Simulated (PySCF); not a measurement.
Computed shifts of a molecule C₂H₁₀ClNSi₂, PySCF with HF/pcSseg-1, GIAO, gas phase, atoms alike by connectivity averaged where their shifts nearly agree, in ppm (number of nuclei): ¹³C: 20.1 (1), 2.5 (1). ²⁹Si: 21.0 (1), -58.8 (1). ¹⁵N: 10.8 (1). ¹H: 4.85 (1), 4.01 (3), 1.50 (1), 0.87 (1), 0.72 (3), 0.63 (1). References: ¹³C against TMS (σ = 192.6 ppm); ²⁹Si against TMS (σ = 393.8 ppm); ³⁵Cl against HCl (σ = 958.2 ppm); ¹⁵N against NH3 (σ = 267.3 ppm); ¹H against TMS (σ = 31.99 ppm), references at their B3LYP-D3(BJ)/def2-TZVP geometries, non-relativistic (without spin–orbit terms, shifts of atoms bonded to Cl or Br come out too high). The structure is a stationary point at PBE0-D3(BJ)/def2-SVP. The values are those of a single conformer.

**Question.** Which structure fits?
(A) C[Si@H](Cl)[C@H](N)[SiH3]
(B) CN[SiH2]C[SiH2]Cl
(C) [SiH3]CNC[SiH2]Cl
(D) CC[Si@H](Cl)[SiH2]N

**Answer.** A, C[Si@H](Cl)[C@H](N)[SiH3]
